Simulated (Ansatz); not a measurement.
Mulliken charges of CH$_{4}$AlClO, SMILES `O[CH2][AlH][Cl]` from r2SCAN/def2-TZVPP in Ansatz (PBE0-D4/def2-TZVP geometry).

| atom | x (Å) | y (Å) | z (Å) | charge (e) |
| --- | --- | --- | --- | --- |
| O1 | -0.021 | 1.628 | -0.438 | -0.362 |
| C2 | 0.384 | 0.618 | 0.474 | -0.080 |
| Al3 | -0.070 | -1.218 | -0.046 | 0.553 |
| Cl4 | -1.337 | -1.304 | -1.729 | -0.279 |
| H5 | -0.675 | 1.269 | -1.043 | 0.208 |
| H6 | -0.031 | 0.822 | 1.475 | 0.049 |
| H7 | 1.472 | 0.692 | 0.604 | 0.052 |
| H8 | 0.371 | -2.564 | 0.648 | -0.142 |

**Question.** By hand: the dipole of these point charges (1 e Å = 4.8032 D).

**Answer.** Σ q r = (0.193, -0.244, 0.372) e Å, of length 0.485 e Å = 2.33 D.

**Question.** How does the dipole of the full density compare? (An estimate is asked.)

**Answer.** Computed: (0.086, -0.223, 0.232) e Å, 1.60 D; the point charges give 1.46 times that, at 13° from its direction.

Point charges leave out the atoms' own dipoles, such as those of lone pairs, and Mulliken's split depends on the basis, so the two needn't agree.
